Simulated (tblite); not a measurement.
Species: C₆H₁₁O (charge +1).
SMILES with atom numbers: `[CH2:1]=[CH:2][CH+:3][CH2:4][O:5][CH2:6][CH3:7]` (hydrogens: H8, H9 on C1; H10 on C2; H11 on C3; H12, H13 on C4; H14, H15 on C6; H16, H17, H18 on C7)
Bond orders are those of one Lewis drawing.

Computed with GFN2-xTB (tblite), gas phase: Langevin dynamics at 600 K from the optimised GFN2-xTB geometry, time step 0.5 fs, friction 0.01 fs⁻¹, 2000 steps. The instantaneous temperature is 2·E(kin)/(3Nk) with all 3N coordinates.

| t (fs) | T (K) | E(pot) above start (eV) | C1=C2 (Å) | C2–C3 (Å) | C3–C4 (Å) | C4–O5 (Å) | O5–C6 (Å) | C1–H8 (Å) | C1–C2–C3–C4 (°) |
| --- | --- | --- | --- | --- | --- | --- | --- | --- | --- |
| 0 | 509 | 0.000 | 1.363 | 1.397 | 1.452 | 1.370 | 1.432 | 1.080 | 0 |
| 50 | 355 | 0.746 | 1.370 | 1.416 | 1.422 | 1.410 | 1.422 | 1.137 | 22 |
| 100 | 312 | 0.819 | 1.347 | 1.408 | 1.431 | 1.366 | 1.419 | 1.043 | 4 |
| 150 | 378 | 0.601 | 1.360 | 1.423 | 1.431 | 1.344 | 1.486 | 1.134 | 4 |
| 200 | 442 | 0.832 | 1.364 | 1.412 | 1.484 | 1.400 | 1.482 | 1.069 | 30 |
| 250 | 538 | 1.061 | 1.341 | 1.509 | 1.422 | 1.364 | 1.481 | 1.064 | -39 |
| 300 | 604 | 1.137 | 1.380 | 1.401 | 1.411 | 1.400 | 1.427 | 1.066 | -33 |
| 350 | 702 | 1.216 | 1.366 | 1.379 | 1.479 | 1.389 | 1.492 | 1.075 | 11 |
| 400 | 885 | 1.177 | 1.344 | 1.370 | 1.468 | 1.453 | 1.401 | 1.115 | -10 |
| 450 | 549 | 1.498 | 1.324 | 1.371 | 1.464 | 1.415 | 1.461 | 1.037 | -23 |
| 500 | 586 | 1.486 | 1.442 | 1.406 | 1.550 | 1.415 | 1.458 | 1.142 | -2 |
| 550 | 684 | 1.384 | 1.362 | 1.375 | 1.428 | 1.422 | 1.482 | 1.046 | 21 |
| 600 | 463 | 1.411 | 1.347 | 1.455 | 1.440 | 1.363 | 1.418 | 1.139 | 6 |
| 650 | 588 | 1.034 | 1.359 | 1.387 | 1.473 | 1.403 | 1.470 | 1.092 | -14 |
| 700 | 525 | 1.326 | 1.351 | 1.450 | 1.437 | 1.369 | 1.487 | 1.050 | -39 |
| 750 | 623 | 0.990 | 1.354 | 1.444 | 1.487 | 1.411 | 1.448 | 1.117 | -27 |
| 800 | 586 | 1.028 | 1.350 | 1.343 | 1.409 | 1.382 | 1.385 | 1.087 | 17 |
| 850 | 486 | 1.122 | 1.402 | 1.431 | 1.503 | 1.343 | 1.496 | 1.021 | 4 |
| 900 | 497 | 1.046 | 1.387 | 1.403 | 1.454 | 1.425 | 1.434 | 1.087 | 7 |
| 950 | 939 | 0.214 | 1.434 | 1.312 | 1.485 | 1.464 | 1.429 | 1.099 | 24 |
| 1000 | 618 | 0.399 | 1.553 | 1.354 | 1.458 | 1.554 | 1.467 | 1.107 | -5 |

Question: From 500 fs on, how do temperature and potential energy compare with equipartition?

Answer: The mean temperature of these 11 frames is 599 K against the target 600 K, and the mean potential energy 1.04 eV against 48 × kT/2 = 1.24 eV for 48 classical harmonic modes. For 18 atoms in a canonical ensemble the temperature itself scatters by T·√(2/(3N)) = 115 K; here its standard deviation is 125 K. The whole run lasts only 10 friction times of 100 fs, so these averages carry a wide statistical error.

Question: What are the kinetic and total energies of the listed frame with the highest potential energy?

Answer: The one at 450 fs, 1.498 eV above the start. Its kinetic energy is 3NkT/2 = 1.278 eV at 549 K, so the sum is 2.78 eV; over the listed frames the sum runs from 1.18 to 3.23 eV, since the thermostat adds and removes energy.

Question: How much do the listed bonds fluctuate from 500 fs on?

Answer: 
```tsv
bond	at the start (Å)	mean (Å)	standard deviation (Å)
C1=C2	1.363	1.395	0.060
C2–C3	1.397	1.396	0.045
C3–C4	1.452	1.466	0.038
C4–O5	1.370	1.414	0.055
O5–C6	1.432	1.452	0.032
C1–H8	1.080	1.090	0.036
```

The motion is classical and holds no zero-point motion. In the last frame a distance test finds a bond of the start structure stretched past its limit or a new contact within bonding range.

What follows is the cost of the whole dynamics run. The run took 12 s wall on Arm Neoverse V1, one thread, on a shared host, and the process peaked at 0.18 GiB of memory.
